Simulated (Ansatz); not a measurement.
CH₃FO₂Si, SMILES `FC1O[SiH2]O1`, relaxed with RKS PBE-D4/def2-SVP in Ansatz 0.2.0 from a rough embedded geometry. The force threshold is 0.03 eV/Å; the program also tests the step.

Charge 0, multiplicity 1.

Start:

```xyz
8

F     0.398   -0.073   -1.936
C     0.005   -0.706   -0.823
O     0.921   -0.452    0.253
Si   -0.009    0.636    0.898
O    -1.114   -0.079   -0.108
H    -0.177   -1.796   -0.975
H     0.318    2.023    0.382
H    -0.342    0.447    2.311
```

```csv
step,energy (eV),largest force (eV/Å),largest move (Å)
1,-15753.9920,5.230,0.000
2,-15754.6124,2.248,0.188
3,-15754.7889,0.683,0.118
4,-15754.8140,0.407,0.100
5,-15754.8175,0.218,0.032
6,-15754.8187,0.016,0.013
```

End:

```xyz
8

F     0.318   -0.374   -2.076
C     0.009   -0.718   -0.796
O     1.064   -0.362    0.082
Si   -0.024    0.707    0.864
O    -1.078    0.058   -0.323
H    -0.209   -1.810   -0.780
H     0.283    2.170    0.758
H    -0.363    0.328    2.271
```

It took 12 s on 2 threads of an Intel Xeon Platinum 8375C on a shared host, with 0.17 GiB of host memory at the peak.
